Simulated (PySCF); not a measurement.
BH6NO2Si, SMILES OB(O)N[SiH3].

Coordinates come from a TPSSh-D3(BJ)/def2-SVP optimisation. This is a generated structure with no PubChem entry under its InChIKey; it may be hypothetical. One conformer was computed; it need not be the lowest.

Computed with PBE/def2-TZVP (PySCF).

Gas-phase values at a fixed geometry.

Computed frontier levels, gap, dipole moment and polarisability:
```
Item                                                                                                            Value
---------------------------------------------------------------------------------------------  ----------------------
highest occupied level                                                                                       -6.28 eV
lowest empty level                                                                                           -0.69 eV
orbital gap                                                                                                   5.59 eV
dipole moment                                                                                                  2.15 D
quadrupole, principal values (traceless, Buckingham form, about the centre of nuclear charge)  -4.51, -2.80, 7.31 D·Å
mean static polarisability                                                                       56.7 bohr³ (8.40 Å³)
polarisability, principal values                                                               46.3, 56.3, 67.5 bohr³
```
